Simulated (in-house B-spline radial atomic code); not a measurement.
How G0W0 and RPA depend on the start: the indium ion In²⁺

Configuration [Kr] 4d10 5s1, highest spin. Computed with a B-spline radial code for spherical atoms: all electrons, non-relativistic, point nucleus, each spin shell either full or empty, empty states to l = 9 with an (l + 1/2)⁻⁴ tail; G0W0 by contour deformation at full frequency.

Without relativity these are model numbers: it shifts the levels of so heavy an element strongly and can reorder them.

```json
{"start": "Hartree-Fock", "mean-field 5s up (eV)": "-25.686", "G0W0 (eV)": "-27.138", "QP weight": "0.974", "RPA correlation (Eh)": "-3.337"}
{"start": "LDA VWN5", "mean-field 5s up (eV)": "-23.509", "G0W0 (eV)": "-27.669", "QP weight": "0.949", "RPA correlation (Eh)": "-3.6407"}
{"start": "PBE", "mean-field 5s up (eV)": "-23.122", "G0W0 (eV)": "-27.592", "QP weight": "0.948", "RPA correlation (Eh)": "-3.6341"}
{"start": "PBE0", "mean-field 5s up (eV)": "-23.924", "G0W0 (eV)": "-27.464", "QP weight": "0.958", "RPA correlation (Eh)": "-3.551"}
{"start": "r2SCAN", "mean-field 5s up (eV)": "-23.326", "G0W0 (eV)": "?", "QP weight": "?", "RPA correlation (Eh)": "?"}
{"start": "HSE06", "mean-field 5s up (eV)": "-23.606", "G0W0 (eV)": "-27.497", "QP weight": "0.954", "RPA correlation (Eh)": "-3.5586"}
{"start": "B3LYP (VWN-RPA)", "mean-field 5s up (eV)": "-23.968", "G0W0 (eV)": "-27.546", "QP weight": "0.956", "RPA correlation (Eh)": "-3.5696"}
{"start": "SCAN", "mean-field 5s up (eV)": "-23.514", "G0W0 (eV)": "?", "QP weight": "?", "RPA correlation (Eh)": "?"}
{"start": "TPSS", "mean-field 5s up (eV)": "-22.928", "G0W0 (eV)": "-27.568", "QP weight": "0.948", "RPA correlation (Eh)": "-3.6184"}
{"start": "BHandHLYP", "mean-field 5s up (eV)": "-24.763", "G0W0 (eV)": "-27.390", "QP weight": "0.965", "RPA correlation (Eh)": "-3.4763"}
{"start": "CAM-B3LYP", "mean-field 5s up (eV)": "-25.401", "G0W0 (eV)": "-27.483", "QP weight": "0.965", "RPA correlation (Eh)": "-3.5333"}
{"start": "LC-wPBE", "mean-field 5s up (eV)": "-26.421", "G0W0 (eV)": "-27.398", "QP weight": "0.970", "RPA correlation (Eh)": "-3.5305"}
{"start": "wB97X", "mean-field 5s up (eV)": "-25.912", "G0W0 (eV)": "-27.373", "QP weight": "0.970", "RPA correlation (Eh)": "-3.5155"}
{"start": "PBEsol", "mean-field 5s up (eV)": "-23.187", "G0W0 (eV)": "-27.615", "QP weight": "0.948", "RPA correlation (Eh)": "-3.6365"}
{"start": "BLYP", "mean-field 5s up (eV)": "-23.175", "G0W0 (eV)": "-27.650", "QP weight": "0.948", "RPA correlation (Eh)": "-3.6367"}
{"start": "r2SCAN0", "mean-field 5s up (eV)": "-24.141", "G0W0 (eV)": "-27.434", "QP weight": "0.961", "RPA correlation (Eh)": "-3.5155"}
{"start": "LDA exchange-only", "mean-field 5s up (eV)": "-22.556", "G0W0 (eV)": "-27.710", "QP weight": "0.947", "RPA correlation (Eh)": "-3.6399"}
```

What G0W0 level, weight and RPA correlation energy follow from the SCAN start?

G0W0 level -27.567 eV, weight 0.954, RPA correlation -3.579 hartree.

What G0W0 level, weight and RPA correlation energy follow from the r2SCAN start?

G0W0 level -27.537 eV, weight 0.955, RPA correlation -3.58 hartree.

How much of the dependence on the start does G0W0 remove?

The mean-field levels span 3.87 eV and the G0W0 levels 0.572 eV. Against 28.044 eV (NIST, measured) the G0W0 removal energies are off by -0.91 to -0.33 eV, with relativity, Breit and QED terms left out.
